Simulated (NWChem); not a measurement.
System: C₃H₃ cation

NWChem input:

```
start job
memory heap 200 mb stack 900 mb global 1100 mb
charge 1
geometry units angstroms noautoz
  C      0.000000     0.000000    -1.338576
  C      0.000000     0.000000    -0.103296
  C      0.000000     0.000000     1.244720
  H      0.000000     0.000000    -2.425890
  H      0.000000     0.946812     1.807867
  H      0.000000    -0.946812     1.807867
end
basis spherical
  C library def2-svp
  H library def2-svp
end
dft
  xc m06
  iterations 150
  mulliken
end
task dft energy
```

Structure relaxed at the PBE0/def2-SVP level.

Predict the main results of this run. (M06/def2-SVP.) Quantities: energy (Ha); highest occupied level (eV); orbital gap (eV).

The energy (Ha) is -115.50. The highest occupied level (eV) comes out as -15.46 and the orbital gap (eV) comes out as 4.51.
